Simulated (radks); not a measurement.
Q: Species: Ca. Configuration: [Ar] 4s2. Method: Dirac Kohn-Sham, BLYP, spin-unpolarised, spherical densities, finite nucleus; Fermi nuclear charge, rms radius 3.4776 fm; computed with a radial shooting solver on a logarithmic mesh with Libxc functionals. Some entries of the table are withheld. Estimate them.

orbital,occ.,eigenvalue (hartree),r(max) (bohr),<r> (bohr)
1s1/2,2,-145.1798,0.05028,0.07684
2s1/2,2,-15.21951,0.3000,0.3644
2p1/2,2,-12.39117,0.2451,(1)
2p3/2,4,-12.25547,0.2471,(2)
3s1/2,2,-1.71869,0.9921,1.156
3p1/2,2,-1.02932,1.042,1.268
3p3/2,4,-1.01511,1.048,1.276
4s1/2,2,(3),(4),3.997

A: 
(1) 2p1/2 <r> (bohr): 0.3261
(2) 2p3/2 <r> (bohr): 0.3287
(3) 4s1/2 eigenvalue (hartree): -0.13282
(4) 4s1/2 r(max) (bohr): 3.322
